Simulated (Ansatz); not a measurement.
`FC(F)(F)CO[Si](Cl)(OCC(F)(F)F)OCC(F)(F)F`, relaxed with RKS PBE0-D4/def2-TZVP in Ansatz from a GFN2-xTB geometry. The force threshold is 0.005 eV/Å; the program also tests the step.

Charge 0, multiplicity 1.

Start:

```xyz
26

F     1.334   -1.231   -2.687
C     0.087   -1.004   -3.121
F    -0.047   -1.684   -4.269
F     0.007    0.291   -3.423
C    -0.972   -1.446   -2.112
O    -1.019   -0.615   -1.000
Si    0.130   -0.243    0.086
Cl    1.104   -1.845    0.764
O     1.132    0.791   -0.655
C     2.349    1.338   -0.274
C     2.252    2.070    1.063
F     1.255    2.953    1.097
F     2.072    1.230    2.089
F     3.383    2.745    1.315
O    -0.637    0.589    1.245
C    -1.912    0.468    1.781
C    -2.155   -0.910    2.391
F    -3.332   -0.944    3.032
F    -2.200   -1.877    1.462
F    -1.217   -1.259    3.270
H    -1.947   -1.402   -2.605
H    -0.743   -2.479   -1.824
H     3.116    0.561   -0.173
H     2.645    2.062   -1.039
H    -2.676    0.627    1.013
H    -2.011    1.214    2.576
```

```
step  energy (eV)  largest force (eV/Å)  largest move (Å)
   1  -57292.0143                 0.910             0.000
   2  -57292.1093                 0.396             0.091
   3  -57292.1413                 0.188             0.090
   4  -57292.1642                 0.146             0.129
   5  -57292.1804                 0.344             0.161
   6  -57292.1934                 0.253             0.058
   7  -57292.2104                 0.121             0.124
   8  -57292.2168                 0.143             0.147
   9  -57292.2192                 0.098             0.035
  10  -57292.2217                 0.054             0.060
  11  -57292.2228                 0.025             0.064
  12  -57292.2235                 0.032             0.074
  13  -57292.2238                 0.033             0.035
  14  -57292.2243                 0.052             0.071
  15  -57292.2246                 0.054             0.042
  16  -57292.2250                 0.069             0.067
  17  -57292.2254                 0.067             0.034
  18  -57292.2260                 0.075             0.080
  19  -57292.2264                 0.081             0.050
  20  -57292.2269                 0.082             0.059
  21  -57292.2274                 0.084             0.061
  22  -57292.2278                 0.081             0.047
  23  -57292.2282                 0.071             0.052
  24  -57292.2286                 0.056             0.045
  25  -57292.2287                 0.038             0.033
  26  -57292.2289                 0.019             0.025
  27  -57292.2289                 0.006             0.013
  28  -57292.2289                 0.004             0.004
```

End:

```xyz
26

F     1.283   -0.467   -2.636
C     0.059   -0.827   -3.055
F     0.210   -1.752   -4.006
F    -0.504    0.247   -3.605
C    -0.767   -1.390   -1.916
O    -0.962   -0.441   -0.915
Si   -0.006   -0.008    0.329
Cl    1.173   -1.585    0.848
O     0.923    1.270    0.002
C     2.283    1.374   -0.286
C     2.979    2.159    0.807
F     2.484    3.390    0.933
F     2.871    1.556    1.993
F     4.281    2.266    0.515
O    -0.994    0.461    1.520
C    -2.349    0.181    1.694
C    -2.562   -1.152    2.382
F    -3.871   -1.356    2.565
F    -2.091   -2.166    1.642
F    -1.963   -1.211    3.569
H    -1.738   -1.680   -2.323
H    -0.256   -2.283   -1.545
H     2.775    0.400   -0.356
H     2.420    1.910   -1.227
H    -2.890    0.150    0.744
H    -2.785    0.954    2.329
```

Run time 69 s (10 threads of an AMD EPYC 7R13 on a shared host and a whole NVIDIA H100 80 GB); peak host memory 1.9 GiB.
